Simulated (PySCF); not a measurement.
Sn₂⁺: one state, many levels of theory

State: ⁴Σg⁻ (quartet), unpaired electrons σ ↑, π ↑↑. Set-up: Sn def2-SVP with ECP28; scalar-relativistic core potentials (PySCF 2.14). De refers to Sn⁺ + Sn in their high-spin ground configurations, without counterpoise correction. The functionals are run spin-unrestricted.

```csv
Level,Re (Å),ωe (cm⁻¹),De (eV),"CPU s a point (SCF and correlation, without the integrals)"
UHF,2.777,187,1.50,0.14
UHF-MP2,2.782,182,2.40,0.28
UHF-SCS-MP2,2.761,192,2.09,n/a
UHF-CCSD,2.805,175,2.26,n/a
UHF-CCSD(T),2.817,169,2.39,12
PBE,2.838,159,3.01,0.63
r²SCAN,2.796,169,2.93,1
r²SCANh,2.783,174,2.84,1
B3LYP,2.834,161,2.66,0.74
PBE0,2.788,174,2.75,1
BHandHLYP,2.784,177,2.34,0.57
```

(1) Which functional lies closest to UHF-CCSD(T) in De, which farthest, and by how much do they differ from it?

(2) What does the step from GGA to meta-GGA do here, going from PBE to r²SCAN?

(3) What does second-order correlation do here, going from UHF to UHF-MP2?

Correlated steps freeze 8 core orbitals. Correlated levels converge slowly with the basis: in double zeta they bind strong bonds too weakly, by up to about 1 eV, and carry superposition errors of some tenths. Spin–orbit coupling is left out, which matters for elements this heavy, above all for dissociation energies. The state was picked by a PBE0 search and need not be the measured ground state.

The whole job (state search and all levels along the bond) took about 3.3 min on 1 thread of Arm Neoverse V1 (shared host), peak memory 0.59 GiB.

## Answers

(1) Closest is BHandHLYP (-3.3 pm in Re, +4.7 % in ωe, -0.05 eV in De against UHF-CCSD(T) in the same basis), farthest PBE (+2.1 pm in Re, -5.9 % in ωe, +0.62 eV in De). CCSD(T) converges more slowly with the basis than the functionals do and binds too weakly in this one, so the order can change at the basis-set limit.

(2) r²SCAN less PBE: -4.2 pm in Re, +6.3 % in ωe, -0.08 eV in De. 

(3) UHF-MP2 less UHF: +0.5 pm in Re, -2.7 % in ωe, +0.90 eV in De. Correlation nearly always deepens the well. The bond lengthens, as in strong covalent bonds, where excitations into antibonding orbitals dominate.
